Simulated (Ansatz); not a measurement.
Reaction (redistribution): `[NH2][Al]([F])[Br]` + `N[SiH]([SeH])Br` → `[NH2][Al]([Br])[Br]` + `N[SiH](F)[SeH]`

Gas-phase electronic energies from Ansatz, PBE0-D4/def2-TZVP geometries. CBS: MP2 limit from def2 TZ/QZ plus the TZ coupled-cluster correction, frozen cores. DFT in def2-TZVPP. HSE06 is defined as in plane-wave codes. For Br, Se outer-core shells are correlated without core-valence functions, which leaves a few kJ/mol of doubt a bond. Scalar relativity is left out up to krypton. Each species was taken in one conformer, which may not be the lowest.

`[NH2][Al]([F])[Br]`:

Cartesian coordinates in Å:
```
N -0.952 -0.094 -0.341
Al 0.709 -0.062 0.196
F 1.678 -1.358 -0.077
Br 1.551 1.720 1.255
H -1.382 -0.867 -0.822
H -1.605 0.661 -0.211
```

`N[SiH]([SeH])Br`:

```xyz
8

N     0.817   -1.172   -0.285
Si   -0.316    0.092   -0.278
Se    0.824    1.907    0.457
Br   -2.112   -0.195    1.030
H     0.657   -1.994   -0.846
H     1.365   -1.376    0.536
H    -0.860    0.211   -1.645
H    -0.375    2.528    1.031
```

`[NH2][Al]([Br])[Br]`:

Z-matrix (Å, degrees):
```
N
Al 1 1.748
H 1 1.007 2 124.4
H 1 1.007 2 124.3 3 180.0
Br 2 2.241 1 119.8 3 0.0
Br 2 2.241 1 119.8 3 -180.0
```

`N[SiH](F)[SeH]`:

Z-matrix (Å, degrees):
```
Si
F 1 1.597
Se 1 2.261 2 113.9
N 1 1.695 2 105.7 3 119.9
H 1 1.481 2 105.0 3 -114.3
H 3 1.469 1 92.3 2 71.4
H 4 1.005 1 121.5 2 -160.7
H 4 1.007 1 121.9 2 42.1
```

(1) Is it downhill or uphill in electronic energy at CCSD(T)/CBS, and by how much? (Estimate.)

(2) What do these levels give: LDA (SPW92), BLYP-D4, r2SCAN, HSE06, RPA@PBE/def2-TZVPP, HF/def2-TZVPP? (An estimate is asked.)

Largest T1 diagnostic among the species: 0.010.

## Answers

(1) Ansatz gave: Downhill: ΔE = -23.1 kJ/mol.

(2) Ansatz gave: LDA (SPW92) -21.6, BLYP-D4 -17.1, r2SCAN -24.4, HSE06 -23.3, RPA@PBE/def2-TZVPP -24.9, HF/def2-TZVPP -37.6 kJ/mol.

In def2-TZVPP, CCSD(T) changes the Hartree–Fock value by +12.3 kJ/mol (the triples alone add +1.6 kJ/mol) and MP2 by +15.5 kJ/mol. Leaving LDA and LC-ωPBE aside and taking each functional with its dispersion term where it has one, the values, not all of them listed here, spread over 11.8 kJ/mol, from BHLYP-D4 to revPBE-D4. At CCSD(T), def2-SVP lies +5.4 kJ/mol from the extrapolated value and def2-TZVPP −2.2 kJ/mol.
